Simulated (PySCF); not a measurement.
System: CH8N3Si, charge 0, multiplicity 2. It need not be the lowest isomer of its formula. SMILES: [CH2][Si](N)(N)N
Coordinates optimised at B3LYP-D3(BJ)/def2-TZVP (Ansatz):
```
Si
N 1 1.7223
H 2 1.0076 1 119.68
H 2 1.0076 3 111.68 1 147.12
N 1 1.7234 2 103.03 3 -171.85
H 5 1.0075 1 120.31 2 -163.34
H 5 1.0083 6 111.22 1 148.70
N 1 1.7234 2 103.03 3 -43.64
H 8 1.0075 1 120.31 2 163.34
H 8 1.0083 9 111.22 1 -148.70
C 1 1.8453 2 119.25 3 72.25
H 11 1.0850 1 122.77 2 -86.76
H 11 1.0850 12 114.17 1 -174.04
```
Charge 0, spin multiplicity 2.

Dispersion corrections to the total energy (kcal/mol) from the dftd3 and dftd4 libraries through PySCF: D3(BJ) without and D4 with the three-body term, each with the damping fitted for the functional named.

| functional | D3(BJ) | D4 |
|---|---|---|
| revPBE | … | -20.03 |
| PBE0 | -5.72 | … |
| BLYP | -13.84 | -14.37 |
| HF | -49.28 | -22.80 |
| BHLYP | … | -7.76 |
| TPSS | -8.26 | -8.83 |
| PW6B95 | -3.38 | -5.72 |

Problem. Complete the blanks.

Solution. 
- revPBE, D3(BJ): -16.13
- PBE0, D4: -5.52
- BHLYP, D3(BJ): -8.99
